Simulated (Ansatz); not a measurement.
`ClC1CCCCC1` → 6 C• + Cl• + 11 H•  (atomization)

Isolated molecules relaxed with PBE0-D4/def2-TZVP in Ansatz; ΔE leaves out vibrations. CCSD(T)/CBS adds triple-zeta CCSD(T) − MP2 to the extrapolated MP2 energy (def2 sets, frozen cores). This one scheme is used for every species, atoms too. For atomizations the MP2-based limit and the directly extrapolated one differ by several kJ/mol either way, and by 10 to 25 for some Ge, Se and Sn compounds, so smaller differences from it don't rank the levels. Open shells (•) are unrestricted, without spin–orbit coupling. Spin–orbit coupling would lower the free atoms: a little for C, Cl.

| level | ΔE (kcal/mol) |
| --- | --- |
| SCS-MP2/def2-TZVPP | 1722.9 |
| MP2/CBS(def2) | 1771.7 |

(1) What does CCSD(T)/CBS give? (An estimate is asked.)

Largest T1 diagnostic among the species: 0.009.

Answers

(1) Ansatz gave: +1746.5 kcal/mol. The listed levels differ from it by -23.6, 25.2 kcal/mol.

Leaving LDA and LC-ωPBE aside and taking each functional with its dispersion term where it has one, the values, not all of them listed here, spread over 78.8 kcal/mol, from BHLYP-D4 to PBE-D4. LDA lies +219.7 kcal/mol from PBE without D4, its usual overbinding. From BLYP to BHLYP (50 % exact exchange), in def2-TZVPP and without D4, ΔE moves by −14.9 kcal/mol: exact exchange takes away binding that semilocal exchange gives to molecules.
